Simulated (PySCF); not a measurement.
# GaCl₂: how level, basis and relativity move the structure

Each row is its own optimisation.

Each entry is the lowest minimum that a search over a few typed start shapes (and spin states, where more than one is plausible) found, or that minimum re-optimised at the stated level; isomers with ligand–ligand bonds, or fragments after loss of a ligand pair, can lie lower. Open shells are unrestricted; no spin–orbit coupling; PySCF with density fitting.

| level | 2S+1 | point group | mean bond to Ga (Å) | distinct angles (°) | polar-tensor charge of Ga | highest ω (cm⁻¹) |
| --- | --- | --- | --- | --- | --- | --- |
| B3LYP/def2-TZVP (no relativity) | ? | ? | ? | ? | ? | ? |
| PBE0/def2-TZVP (no relativity) | 2 | C2v | 2.160 | 119 | 1.03 | 422 |
| wB97X/def2-TZVP (no relativity) | 2 | C2v | 2.155 | 119 | 1.06 | 427 |

Problem. Fill in the row of B3LYP/def2-TZVP (no relativity).

Solution. 2S+1: 2; point group: C2v; mean bond to Ga (Å): 2.187; distinct angles (°): 120; polar-tensor charge of Ga: 0.99; highest ω (cm⁻¹): 399.

Across these levels the mean bond spreads over 0.032 Å and the highest wavenumber over 28 cm⁻¹; all give the same point group.

Levels that gave another bonding pattern or an unsound solution are left out.
